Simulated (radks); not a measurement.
Initial-state core-level shifts of neutral scandium when its valence configuration changes from [Ar] 3d1 4s2. Method: non-relativistic Kohn-Sham, PBE, spin-polarised, spherical densities, point nucleus; open shells are filled with parallel spins first; computed with a radial shooting solver on a logarithmic mesh with Libxc functionals. Shifts are changes of the shell-averaged eigenvalues in eV (positive: less bound); the change of the density at the nucleus, which sets a Mossbauer isomer shift, is in e/bohr^3, on a base of 6190.

valence              1s      2s      2p      3s  density at nucleus
3d1 4s1 4p1      -1.067  -1.068  -1.066  -1.053             -2.0391
3d1 4s1.5 4p0.5  -0.606  -0.603  -0.602  -0.593             -0.9608
3d1 4p2          -2.255  -2.217  -2.216  -2.220             -4.5568
3d2 4p1          +2.139  +2.785  +2.725  +2.303             -5.1933
4s2 4p1          -6.379  -7.328  -7.241  -6.195             +2.6538
3d3              +4.417  +5.331  +5.243  +4.777             -5.3706
3d2 4s1          +3.169  +3.717  +3.665  +3.316             -3.0121
3d0.5 4s2 4p0.5  -3.004  -3.429  -3.389  -2.968             +1.2123
3d2 4s0.5 4p0.5  +2.652  +3.250  +3.194  +2.808             -4.0857
